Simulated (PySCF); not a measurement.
Vertical excitations of a molecule C2H6BBrO from TDDFT-PBE/def2-SVPD in PySCF 2.14.0, as energy in eV (oscillator strength): 5.41 (0.000), 6.24 (0.162), 6.43 (0.002), 6.74 (0.026), 7.02 (0.014), 7.16 (0.039), 7.21 (0.017), 7.44 (0.044), 7.48 (0.018), 7.55 (0.071). Lowest triplet (TDA): 5.21 eV. Geometry: PBE0-D3(BJ)/def2-SVP. Other conformers were not sampled.

**Question.** Identify the compound among the candidates.
A) COB(C)Br
B) CCOBBr
C) CCB(O)Br

**Answer.** B, CCOBBr
